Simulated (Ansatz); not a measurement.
Nudged elastic band run: Si$_{10}$H$_{4}$F

input.yaml

```yaml
crystal:
  lattice:
    - [7.67918, 0.0, 0.0]
    - [0.0, 7.67918, 0.0]
    - [0.0, 0.0, 18.2555]
  atoms:
    - { symbol: H, position: [0.409392, 0.0, 0.054778] }
    - { symbol: H, position: [0.090608, 0.0, 0.054778] }
    - { symbol: H, position: [0.909392, 0.0, 0.054778] }
    - { symbol: H, position: [0.590608, 0.0, 0.054778] }
    - { symbol: H, position: [0.409392, 0.5, 0.054778] }
    - { symbol: H, position: [0.090608, 0.5, 0.054778] }
    - { symbol: H, position: [0.909392, 0.5, 0.054778] }
    - { symbol: H, position: [0.590608, 0.5, 0.054778] }
    - { symbol: Si, position: [0.25, 0.0, 0.1021884] }
    - { symbol: Si, position: [0.75, 0.0, 0.1021884] }
    - { symbol: Si, position: [0.25, 0.5, 0.1021884] }
    - { symbol: Si, position: [0.75, 0.5, 0.1021884] }
    - { symbol: Si, position: [0.24235964, 0.24945995, 0.17306834] }
    - { symbol: Si, position: [0.74159514, 0.25123054, 0.17445772] }
    - { symbol: Si, position: [0.25359817, 0.74961469, 0.17966421] }
    - { symbol: Si, position: [0.75452202, 0.74948264, 0.17804962] }
    - { symbol: Si, position: [-0.00576175, 0.23948229, 0.24554453] }
    - { symbol: Si, position: [0.48832139, 0.24132184, 0.24942422] }
    - { symbol: Si, position: [0.00265627, 0.75119912, 0.25582091] }
    - { symbol: Si, position: [0.50785853, 0.75215094, 0.25554516] }
    - { symbol: Si, position: [-0.01211737, 0.00660047, 0.32881074] }
    - { symbol: Si, position: [0.5234481, 0.00459852, 0.33055576] }
    - { symbol: Si, position: [0.00585232, 0.48643494, 0.32315314] }
    - { symbol: Si, position: [0.53332975, 0.49449833, 0.32712982] }
    - { symbol: Si, position: [0.25650034, 0.07134055, 0.38653992] }
    - { symbol: Si, position: [0.75795274, 0.05948026, 0.41443236] }
    - { symbol: Si, position: [0.27178016, 0.37984141, 0.36181144] }
    - { symbol: Si, position: [0.77088746, 0.37126129, 0.39495612] }
    - { symbol: F, position: [0.76835965, 0.47062301, 0.47406291] }
    - { symbol: F, position: [1.2489086, 0.03385817, 0.47430175] }
basis:
  ecutwfc: 420.0
kpoints:
  mp_grid: { grid: [2, 2, 1] }
hamiltonian:
  xc: pbe
  pseudopotentials: { kind: paw, azcp: { folder: soft_1 } }
scf:
  occupations: { method: gaussian, width: 0.05 }
  lower_state_search: "off"
  max_iter: 97
neb:
  images: 2
  f_tol: 0.05
  max_iterations: 50
  order_check: false
  climbing: false
  constraints: [{ sites: [0, 1, 2, 3, 4, 5, 6, 7, 8, 9, 10, 11] }]
  final_atoms:
    - { symbol: H, position: [0.40939201, 0.0, 0.05477801] }
    - { symbol: H, position: [0.09060797, 0.0, 0.05477801] }
    - { symbol: H, position: [0.90939198, 0.0, 0.05477801] }
    - { symbol: H, position: [0.59060795, 0.0, 0.05477801] }
    - { symbol: H, position: [0.40939201, 0.49999998, 0.05477801] }
    - { symbol: H, position: [0.09060797, 0.49999998, 0.05477801] }
    - { symbol: H, position: [0.90939198, 0.49999998, 0.05477801] }
    - { symbol: H, position: [0.59060795, 0.49999998, 0.05477801] }
    - { symbol: Si, position: [0.24999999, 0.0, 0.10218838] }
    - { symbol: Si, position: [0.74999997, 0.0, 0.10218838] }
    - { symbol: Si, position: [0.24999999, 0.49999998, 0.10218838] }
    - { symbol: Si, position: [0.74999997, 0.49999998, 0.10218838] }
    - { symbol: Si, position: [0.24981491, 0.2497771, 0.17433233] }
    - { symbol: Si, position: [0.74979952, 0.25045039, 0.17237034] }
    - { symbol: Si, position: [0.25002692, 0.74909162, 0.1790264] }
    - { symbol: Si, position: [0.75002327, 0.75037334, 0.17993238] }
    - { symbol: Si, position: [-0.00306148, 0.24506157, 0.24601006] }
    - { symbol: Si, position: [0.50268395, 0.24502237, 0.24604129] }
    - { symbol: Si, position: [0.00151593, 0.75190327, 0.25678514] }
    - { symbol: Si, position: [0.49855876, 0.75190295, 0.25679994] }
    - { symbol: Si, position: [0.00875144, 0.0104669, 0.32858662] }
    - { symbol: Si, position: [0.49130977, 0.01043819, 0.32862983] }
    - { symbol: Si, position: [-0.00495103, 0.48973112, 0.32639417] }
    - { symbol: Si, position: [0.50552929, 0.48977244, 0.32645293] }
    - { symbol: Si, position: [0.25000347, 0.07028465, 0.40723994] }
    - { symbol: Si, position: [0.75007195, 0.08056889, 0.39159628] }
    - { symbol: Si, position: [0.25031045, 0.35572952, 0.36627976] }
    - { symbol: Si, position: [0.7503431, 0.39703221, 0.39356535] }
    - { symbol: F, position: [0.75023922, 0.47040684, 0.47724825] }
    - { symbol: F, position: [0.7499859, 0.01041903, 0.47588356] }
```

Launched with:

```bash
$ ansatz run input.yaml --threads 2 --pin off --max-ram 5120MiB --backend cpu --events-out ev --progress --plain --runs-dir out
```

Output, in part (warnings, iteration lines):

```
NEB end point (image 3): max|allowed force component| = 1.488e-2 eV/Å (the criterion of neb.relax_end_points is 1.000e-2)
NEB iter   1: max|band force component| = 2.854e0 eV/Å  barrier→ = 1.7884 eV  barrier← = 2.1379 eV  Δτ_max = 0.2000 Å  (49 SCF iters)
NEB iter   2: max|band force component| = 1.785e0 eV/Å  barrier→ = 1.2405 eV  barrier← = 1.5900 eV  Δτ_max = 0.2000 Å  (22 SCF iters)
NEB iter   3: max|band force component| = 2.971e0 eV/Å  barrier→ = 1.0362 eV  barrier← = 1.3857 eV  Δτ_max = 0.1008 Å  (23 SCF iters)
NEB iter   4: max|band force component| = 1.089e0 eV/Å  barrier→ = 0.8369 eV  barrier← = 1.1864 eV  Δτ_max = 0.0818 Å  (21 SCF iters)
NEB iter   5: max|band force component| = 3.436e-1 eV/Å  barrier→ = 0.7610 eV  barrier← = 1.1105 eV  Δτ_max = 0.0969 Å  (19 SCF iters)
NEB iter   6: max|band force component| = 3.057e-1 eV/Å  barrier→ = 0.7552 eV  barrier← = 1.1047 eV  Δτ_max = 0.0670 Å  (19 SCF iters)
NEB iter   7: max|band force component| = 1.413e-1 eV/Å  barrier→ = 0.7443 eV  barrier← = 1.0938 eV  Δτ_max = 0.0216 Å  (17 SCF iters)
NEB iter   8: max|band force component| = 4.492e-2 eV/Å  barrier→ = 0.7386 eV  barrier← = 1.0881 eV  Δτ_max = 0.0000 Å  (17 SCF iters)
```

It converged. No image climbed, so the highest image needn't sit at the top of the path. A band with more images between the same ends climbed to 1.69 eV, so this one has probably stepped over the top. Limits of this set-up: coarse k mesh, thin slab, slab without dipole correction, no dispersion correction for a molecule that may bind weakly.

Final band (atoms are numbered from 1 in the order of the input):

| image | path coordinate (Å) | energy (eV) | Si25–F30 (Å) | Si26–F30 (Å) |
| --- | --- | --- | --- | --- |
| 0 | 0.00 | 0.00 | 1.63 | 3.93 |
| 1 | 1.45 | 0.74 | 1.67 | 2.98 |
| 2 | 2.90 | 0.61 | 2.80 | 1.70 |
| 3 | 4.34 | -0.35 | 4.06 | 1.63 |

Time of the run: 3.8 min on 2 threads of Intel(R) Xeon(R) Platinum 8259CL CPU @ 2.50GHz (Skylake/Cascade Lake) (shared host), peak memory 2.1 GiB.
